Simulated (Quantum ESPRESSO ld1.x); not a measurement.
Task: These are the eigenvalues of the occupied orbitals of an atom or ion with whole-number occupations (hartree). All-electron calculation, scalar-relativistic Kohn-Sham, LDA (Slater exchange, Perdew-Zunger correlation), spin-polarised, spherical densities, point nucleus. Program: ld1.x of Quantum ESPRESSO 7.5.

1s: -2014.23
2s: -491.626

Which element is it, and in what charge state? The configuration may be excited. Open shells, if any, are filled with parallel spins first.

Result: Z = 63, europium, charge +59: Eu59+ in [He] 2s2. The 1s level, -2014.2 hartree, gives Z - s = 63.5 by -(Z - s)^2/2, which with screening and relativity narrows Z to a few neighbours, and with so few levels the electron count can be read from the list.
